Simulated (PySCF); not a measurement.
Ga(H)(SiH3)2 (GaH7Si2), SMILES [SiH3][GaH][SiH3]. Atoms are numbered in the order given.

```xyz
10

Ga     0.0000     0.0000    -0.6145
H      0.0000     0.0000    -2.1879
Si    -2.0839    -0.0031     0.5759
H     -2.4701     1.4179     0.8503
H     -1.9643    -0.6973     1.8945
H     -3.1985    -0.6390    -0.1895
Si     2.0839     0.0031     0.5759
H      1.9643     0.6973     1.8945
H      3.1985     0.6390    -0.1895
H      2.4701    -1.4179     0.8503
```
Charge 0, spin multiplicity 1.

The structure is a stationary point at ωB97X-D3(BJ)/def2-SVP.

These are TDA-PBE/def2-SVPD in PySCF values and carry that method's errors.

Vertical excitations.  State labels are in the subgroup C2.

Computed UV-visible absorptions:
```
state  symmetry  energy (eV)  λ (nm)      f                                              main pairs
-----  --------  -----------  ------  -----  ------------------------------------------------------
S1            A         3.39     366  0.000                                          HOMO→LUMO 99 %
S2            B         3.96     313  0.002                                        HOMO−1→LUMO 99 %
S3            A         5.28     235  0.002                                        HOMO−2→LUMO 99 %
S4            B         5.45     228  0.001                                        HOMO−5→LUMO 91 %
S5            B         5.48     226  0.011                                        HOMO−3→LUMO 83 %
S6            A         5.64     220  0.005                                        HOMO−4→LUMO 94 %
S7            B         5.94     209  0.063    HOMO→LUMO+3 52 %, HOMO→LUMO+1 29 %, HOMO→LUMO+2 17 %
S8            B         6.05     205  0.040                      HOMO→LUMO+2 76 %, HOMO→LUMO+3 16 %
S9            A         6.19     200  0.020                                        HOMO→LUMO+4 89 %
S10           B         6.34     195  0.475  HOMO→LUMO+1 44 %, HOMO→LUMO+3 28 %, HOMO−1→LUMO+4 16 %
T1            A         2.84     436      0                                         HOMO→LUMO 100 %
T2            B         3.47     357      0                                        HOMO−1→LUMO 99 %
T3            B         5.14     241      0                                        HOMO−3→LUMO 99 %
T4            A         5.16     240      0                                        HOMO−2→LUMO 99 %
```
Triplets are in the Tamm–Dancoff approximation.
